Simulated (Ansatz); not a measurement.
Two structures of GeH$_{3}$SF, singlet, reached by relaxing down either side of one saddle point (PBE0-D4/def2-TZVP). Energies are electronic, without zero-point energy. Program: Ansatz 0.2.0. Basis: def2-TZVPP and def2-QZVPP. Cores are frozen in the correlated methods. Filled d shells of the heavier atoms are correlated. The def2 sets are not built for correlating such inner shells, so the correlated values are less sure here. Extrapolation: Hartree–Fock as exp(−7.88 √X), correlation as X^−2.97. First:

Ge1  (-0.227, 0.077, 0.480)
F2  (1.255, -0.052, 1.385)
S3  (0.234, 0.655, -1.592)
H4  (0.630, -0.578, -1.947)
H5  (-1.029, 1.213, 1.117)
H6  (-0.863, -1.315, 0.558)
(Å)

Second:

```xyz
6
angstrom
Ge -0.7385 0.0820 0.1450
F 1.5762 -0.2490 0.3505
S -0.4189 0.2652 -1.8712
H 1.4822 -0.1313 -0.5893
H -0.7840 1.2681 1.1225
H -1.1170 -1.2351 0.8424
```

**Question.** Which bonds change from the first to the second?

**Answer.** GeH₃SF ([F][GeH2][SH]) → GeH₂S ([S][GeH2]) + HF; bonds formed: F2–H4; bonds broken: Ge1–F2, S3–H4.

**Question.** Give the saddle point's structure and its height above each. (An estimate is asked for; the value comes from the calculation.)

**Answer.** Computed: 1.703 eV above the first and 0.136 eV above the second (CCSD(T) at an estimated basis limit (MP2 extrapolated from triple and quadruple zeta, plus CCSD(T) − MP2 in triple zeta)).
| atom | x (Å) | y (Å) | z (Å) |
| --- | --- | --- | --- |
| Ge1 | -0.6060 | 0.0572 | 0.2082 |
| F2 | 1.4144 | -0.2250 | 0.3337 |
| S3 | -0.1916 | 0.2306 | -1.8362 |
| H4 | 1.2404 | -0.0851 | -0.7122 |
| H5 | -0.7621 | 1.2656 | 1.1434 |
| H6 | -1.0950 | -1.2433 | 0.8631 |

T1 diagnostic: at most 0.016.

Labels in which every atom is bracketed show which atoms are joined, not bond orders.

For scale, one of the runs: CCSD(T)/def2-TZVPP, 163 basis functions, launched by `ansatz run in.yaml --threads 2 --pin off --events-out ev --progress --plain --max-ram 4352MiB`. Time: 43 s of wall clock on 2 CPU threads of an Arm Neoverse V2; the host was shared. Peak host memory: 1.2 GiB.
